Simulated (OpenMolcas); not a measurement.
# What dynamic correlation does to the levels of W⁴⁺

* Program: OpenMolcas
* Basis: ANO-RCC-VQZP [9s8p6d4f3g2h]
* Scalar Hamiltonian: DKH2, point nucleus
* Active space: 2 electrons in 10 orbitals (5d 6d)
* State averaging: 2S+1 = 3 even, 10 roots; 2S+1 = 1 even, 15 roots
* Spin-orbit coupling: state interaction with AMFI integrals over the reference wave functions, term energies averaged over their components

Methods on the same reference wave functions:
A. CASSCF
B. SS-CASPT2, IPEA 0.25 Eh, imaginary shift 0.1 Eh (closed shells correlated: 5s 5p)

Energies in cm-1 above 5d2 3F2, the measured ground level; measured values from the list in J. Phys. B 45, 065001 (2012).

```csv
Level,A,B,Measured
5d2 3F2,0.0,0.0,0.0
5d2 3F3,6121,6440,
5d2 3F4,11628,11800,11519
5d2 3P0,14868,13590,12839
5d2 1D2 [54 %],15983,13820,
5d2 3P1,18151,17140,16331
5d2 1G4,24602,23090,22346
5d2 3P2 [60 %],24909,23180,22615
5d2 1S0,49283,43900,43110
```

Deviations, from unrounded energies. A percentage is the sum of absolute deviations over the sum of measured energies, with the sign that they share, or ± where signs differ.

```json
{"Against measurement": "mean absolute deviation (cm-1)", "Levels": "6", "A": "2400", "B": "660"}
{"Against measurement": "fine structure of the ground term (%)", "Levels": "1", "A": "+0.9", "B": "+2.5"}
{"Against measurement": "other terms of the ground configuration (%)", "Levels": "5", "A": "+12.4", "B": "+3.1"}
```

B lies closest to measurement on these levels. The largest miss of B in the table is 5d2 3P1, by +810 cm-1. The ranking rests on the paired levels alone, and a cruder setting can come out closer through cancelling errors.

From A to B the spin-free energies of the other terms of 5d2 shown, above 3F, scale by factors of 0.67 to 0.89.

The lowest spin-free term lies below A's lowest term by 0.242 hartree in B.

CASPT2 breaks the degeneracy within a term, and the mean is taken; among the terms shown or strongly mixed into the levels shown the widest spread is 620 cm-1 (5d2 1G, B). Active for correlation alone: 6d; no level in the range computed is led by a configuration that fills it, so any true level of that kind is missing. Without dynamic correlation excited terms often stand tens of per cent too high (terms of higher spin than the ground term too low), and those without a measured partner can miss by more than the paired ones (holds for A). Measured partners are found by configuration, term and J. A level has none where our copy of the source lacks it or the pairing is in doubt (some pairs that miss far off the trend of their configuration count as doubtful), and it then counts in no deviation. Only configurations of the active space appear.

A share in square brackets marks a mixed level and gives the weight of the term that names it, the lowest over the columns.
